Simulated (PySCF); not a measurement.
Job file and geometry (Å, from GFN2-xTB) of an NMR shielding run on `C=CS(=O)(=O)[C@H](F)C1CCC1`, C7H11FO2S, GIAO PBE0/pcSseg-1 NMR shielding, non-relativistic, gas phase (PySCF 2.14.0, density-fitted response routines); density fitting, a coarse starting grid and PySCF grid level 2 are the driver's defaults:

```
$ OMP_NUM_THREADS=1 python probes_run.py task.json out

{"job": {"kind": "nmr", "xc": "PBE0", "basis": "pcSseg-1"}, "charge": 0, "multiplicity": 1}
C      3.808277     0.042948     0.742948
C      3.007839     0.603755    -0.133664
S      1.523895    -0.267199    -0.654732
O      1.549465    -1.602966    -0.131361
O      1.362638    -0.100863    -2.074919
C      0.141554     0.672784     0.165620
F      0.681285     1.197208     1.312168
C     -0.994165    -0.273341     0.443519
C     -1.602548    -0.871578    -0.837867
C     -2.927920    -0.146257    -0.548741
C     -2.349563     0.385246     0.771966
H      3.560232    -0.930840     1.133037
H      4.715468     0.507997     1.092842
H      3.143326     1.558876    -0.607740
H     -0.120860     1.504051    -0.492621
H     -0.647282    -1.009395     1.169682
H     -1.669006    -1.955687    -0.816940
H     -1.094842    -0.573550    -1.751772
H     -3.788685    -0.800644    -0.435344
H     -3.173473     0.629954    -1.269564
H     -2.313498     1.469164     0.859168
H     -2.822549    -0.020277     1.662681
```

**Question.** Write the output of this run.

**Answer.** 
```
coarse grid: 19304 points
cycle   1  E = -920.5405632867  dE =  2.304e+00  |g| = 1.250e+00  |ddm| = 4.469e+00
cycle   2  E = -919.7125559388  dE =  8.280e-01  |g| = 2.458e+00  |ddm| = 3.103e+00
cycle   3  E = -920.8179327573  dE = -1.105e+00  |g| = 2.142e-01  |ddm| = 2.337e+00
cycle   4  E = -920.8262716072  dE = -8.339e-03  |g| = 1.114e-01  |ddm| = 2.875e-01
cycle   5  E = -920.8287038900  dE = -2.432e-03  |g| = 3.279e-02  |ddm| = 9.353e-02
cycle   6  E = -920.8289310312  dE = -2.271e-04  |g| = 1.020e-02  |ddm| = 3.210e-02
cycle   7  E = -920.8289511221  dE = -2.009e-05  |g| = 3.478e-03  |ddm| = 1.060e-02
cycle   8  E = -920.8289532003  dE = -2.078e-06  |g| = 9.009e-04  |ddm| = 3.082e-03
final grid: 183320 points
cycle   9  E = -920.9262553389  dE = -4.953e-05  |g| = 1.370e-02  |ddm| = 4.133e-02
cycle  10  E = -920.9262092101  dE =  4.613e-05  |g| = 2.030e-02  |ddm| = 2.939e-02
cycle  11  E = -920.9262964377  dE = -8.723e-05  |g| = 2.667e-03  |ddm| = 1.848e-02
cycle  12  E = -920.9262977388  dE = -1.301e-06  |g| = 3.945e-04  |ddm| = 2.276e-03
cycle  13  E = -920.9262977633  dE = -2.452e-08  |g| = 2.160e-04  |ddm| = 4.939e-04
cycle  14  E = -920.9262977735  dE = -1.016e-08  |g| = 5.368e-05  |ddm| = 1.937e-04
cycle  15  E = -920.9262977740  dE = -5.484e-10  |g| = 2.100e-05  |ddm| = 5.903e-05
converged SCF energy = -920.9262977740

GIAO shielding tensors (ppm)
atom      isotropic    diamagn.    paramagn.     s11        s22        s33       span
  0 C       48.058     252.811    -204.753    -74.283     41.536    176.921    251.204
  1 C       40.797     263.214    -222.417    -57.557     63.932    116.018    173.575
  2 S      193.876    1054.879    -861.002     57.305    204.073    320.252    262.947
  3 O      164.118     402.962    -238.845    118.146    143.605    230.602    112.456
  4 O      116.333     401.193    -284.861     62.472    101.144    185.381    122.909
  5 C       71.432     253.556    -182.125     58.835     70.257     85.203     26.368
  6 F      362.882     476.778    -113.896    328.261    355.415    404.969     76.708
  7 C      154.379     248.700     -94.322    144.979    154.239    163.919     18.940
  8 C      167.848     250.232     -82.384    152.303    161.314    189.926     37.623
  9 C      170.001     254.605     -84.604    158.626    165.548    185.829     27.203
 10 C      162.890     250.721     -87.831    151.213    154.119    183.339     32.126
 11 H       25.102      30.907      -5.805     20.946     23.960     30.401      9.454
 12 H       25.124      25.775      -0.651     22.448     24.803     28.120      5.672
 13 H       25.206      30.606      -5.400     23.582     24.446     27.589      4.007
 14 H       26.683      34.515      -7.832     25.319     26.920     27.809      2.490
 15 H       28.761      34.279      -5.518     24.716     29.210     32.357      7.642
 16 H       29.193      31.840      -2.647     24.904     28.409     34.267      9.363
 17 H       29.083      32.771      -3.688     23.827     29.668     33.756      9.929
 18 H       29.679      29.443       0.236     26.238     26.502     36.298     10.060
 19 H       29.604      30.596      -0.992     26.325     27.010     35.477      9.152
 20 H       29.677      31.290      -1.612     26.065     28.133     34.834      8.769
 21 H       29.160      30.638      -1.477     25.682     26.791     35.007      9.325
```

Size and cost of the density-fitted run: 249 basis functions, 2.1 min wall time on 1 thread of an Arm Neoverse N1, shared host; peak memory 1.2 GiB.
